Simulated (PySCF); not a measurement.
## Two-component Hartree-Fock for Rh³⁷⁺ (rhodium, charge +37)

Start: [He] 2s2 2p4; 2p1/2 filled at m_j = -1/2, +1/2; 2p3/2 filled at m_j = +1/2, +3/2. Calculated with PySCF 2.14 in an even-tempered Gaussian basis (17 s from 17 bohr⁻², ratio 2.4; 12 p from 21 bohr⁻², ratio 2.4; 5 d from 78 bohr⁻², ratio 2.6; 4 f from 120 bohr⁻², ratio 2.6): generalised Hartree-Fock with the X2C-1e Hamiltonian and a Gaussian nucleus; one run each with spin-orbit coupling (SO) switched off, then screened by Boettger's factors.

| spinor shell | electrons | ε, spin-free (eV) | ε, screened SO (eV) | weight of nominal j (screened SO) | rms radius, screened SO (bohr) |
| --- | --- | --- | --- | --- | --- |
| 1s1/2 | 2 | -25942.9 | -25936.5 | 1.000 | 0.0373 |
| 2s1/2 | 2 | -5744.6 | -5742.7 | 1.000 | 0.148 |
| 2p1/2 | 2 | -5459.9 | -5557.2 | 0.993 | 0.127 |
| 2p3/2 | 2 | -5459.9 | -5409.9 | 0.995 | 0.131 |

```csv
quantity,spin-free,screened SO
E (hartree),-3379.35434,-3383.32228
M_J,2,2
⟨J²⟩,6.000,6.000
⟨L²⟩,2.000,3.083
⟨S²⟩,2.000,1.461
```

Each row is a mean over spinors that exchange with the open shell spreads, by up to 52.673 eV (2s1/2).

Breit and QED terms are absent; they matter most for the inner s and p1/2 levels.

Densities and radii are taken from the X2C orbitals without a picture-change correction, which distorts them close to the nucleus.

Without spin-orbit coupling the j labels of p, d and f shells carry no meaning; the spin-free column gives the mean over the occupied spinors of each nl shell.
